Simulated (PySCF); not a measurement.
## V(2+) (vanadium, charge +2): BP86 calculation

Configuration: [Ar] 3d3, high-spin 4F determinant. Computed with PySCF 2.14 in aug-cc-pVDZ, with the non-relativistic Hamiltonian (point nucleus).

```
Total energy                                     : -943.215 hartree
One-electron energy                              : -1280.419 hartree
Hartree (Coulomb) energy                         : 382.168 hartree
Exchange-correlation energy                      : -44.964 hartree
Kinetic energy                                   : 941.77086 hartree
⟨S²⟩                                             : 3.7503
⟨L²⟩                                             : 12.003
Sum of ⟨r⟩                                       : 14.32 bohr
Sum of ⟨r²⟩                                      : 16.64 bohr²
Density at the nucleus (Gaussians lack the cusp) : 8110 bohr⁻³
Spin density at the nucleus                      : 0.00482 bohr⁻³
Langevin diamagnetic susceptibility              : -13.2 ×10⁻⁶ cm³/mol
Time after the integrals                         : 0.92 s of wall time on 1 thread of Neoverse-V1 (shared host)
```

| shell | electrons | mean orbital energy (eV) | rms radius, mean of both spins (bohr) |
| --- | --- | --- | --- |
| 1s α | 1 | -5345.0 | 0.0776 |
| 1s β | 1 | -5345.0 | 0.0776 |
| 2s α | 1 | -612.40 | 0.337 |
| 2s β | 1 | -611.41 | 0.337 |
| 2p α | 3 | -519.18 | 0.305 |
| 2p β | 3 | -518.42 | 0.305 |
| 3s α | 1 | -86.752 | 1.03 |
| 3s β | 1 | -83.971 | 1.03 |
| 3p α | 3 | -61.465 | 1.11 |
| 3p β | 3 | -58.719 | 1.11 |
| 3d α | 3 | -22.877 | 1.45 |
